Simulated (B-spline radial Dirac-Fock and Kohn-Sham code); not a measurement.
How the levels of tantalum move as electrons are removed

Level of theory: multi-electron Dirac-Fock with separately optimised hole states, Breit and Lamb-shift corrections added in first order; an atomic code on a B-spline grid. Each ion is free and in its tabulated ground configuration. Electron correlation is not included.

Reference: Ta, [Xe] 4f14 5d3 6s2, with 3d5/2 1741.6 eV, 4s 578.6 eV, 4p1/2 478.0 eV, 4d3/2 249.8 eV, 5p3/2 42.55 eV, Kα1 (K-L3) 57529.6 eV, Kβ1 (K-M3) 65212.2 eV, Lα1 (L3-M5) 8145.7 eV. Shifts from it, in eV (a dash: the subshell is empty, belongs to an open shell averaged over j, or its hole state is left out as unreliable):

```tsv
ion	configuration	3d5/2	4s	4p1/2	4d3/2	5p3/2	Kα1	Kβ1	Lα1
Ta⁺	[Xe] 4f14 5d3 6s1	?	?	?	?	?	?	?	?
Ta²⁺	[Xe] 4f14 5d3	+16.9	+16.8	+16.9	+16.9	+16.6	+0.12	+0.16	+0.04
Ta³⁺	[Xe] 4f14 5d2	+30.6	+30.5	+30.5	+30.5	+29.1	+0.05	+0.21	+0.14
Ta⁴⁺	[Xe] 4f14 5d1	+45.7	+45.5	+45.5	+45.5	+42.6	-0.02	+0.31	+0.30
Ta⁵⁺	[Xe] 4f14	+61.9	+61.6	+61.6	+61.5	+56.9	-0.08	+0.47	+0.52
Ta⁶⁺	[Xe] 4f13	+92.7	+91.0	+90.8	+89.5	+76.6	-1.10	-1.81	-0.56
```

Question: Give the missing shifts for Ta⁺.

Answer: 3d5/2 +7.9, 4s +7.8, 4p1/2 +7.9, 4d3/2 +7.9, 5p3/2 +7.8, Kα1 +0.03, Kβ1 +0.05, Lα1 +0.01 (eV).

Over this range M5 (3d5/2) moves by +92.7 eV and Kα1 by -1.1 eV: a line is a difference of two levels that shift in the same direction.

Values without a named source are computed, but for edge energies of neutral atoms, which are taken from tables.
